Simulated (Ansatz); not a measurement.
Total energies of Sr2S2⁻ (the lowest doublet isomer of a short search) from Ansatz at r2SCAN-D4/def2-TZVPD, gas phase (1 Eh = 27.2114 eV = 2625.5 kJ/mol). The reference geometry is relaxed at PBE0-D4/def2-TZVPD.

```
atom   x (Å)   y (Å)   z (Å)
 Sr1   0.234   1.534   0.958
 Sr2  -0.234  -1.534  -0.958
  S3   1.918   0.052  -0.552
  S4  -1.918  -0.052   0.552
```

| state | geometry | energy (Eh) |
| --- | --- | --- |
| charge -1 doublet | reference | -858.02773 |
| charge 0 singlet | reference | -858.00097 |
| charge -1 quartet | relaxed at PBE0-D4/def2-TZVPD | -857.96999 |

In the def2 sets Sr takes a core potential; there is no spin–orbit coupling.

Work out the vertical ionisation energy to the singlet.

E(charge 0 singlet) − E(charge -1 doublet) = -858.00097 − (-858.02773) = 0.02676 Eh = 0.73 eV. For comparison, −ε of the highest occupied level of the spin that leaves is -0.45 eV at this level, 1.18 eV less.

Which of the charge -1 states is lowest, and how far above it are the others?

The doublet. quartet: -857.96999 − (-858.02773) = 0.05774 Eh = 151.6 kJ/mol.

At r2SCAN-D4/def2-TZVPD the highest occupied level of the charge -1 doublet lies above zero (up to 0.45 eV). By energy differences its removal costs 0.73 eV (vertical, to the charge 0 singlet, at r2SCAN-D4/def2-TZVPD); a positive level beside a positive removal energy at the same level points to self-interaction error. At r2SCAN-D4/def2-TZVPD the highest occupied level of the charge -1 quartet lies above zero (up to 0.26 eV). It is a level of α spin, whose loss leaves a triplet; that state wasn't run at this geometry and level. The electron is either unbound and held by the finite basis, or the level is raised by self-interaction error. 

The structure comes from a short search, and lower isomers may exist.
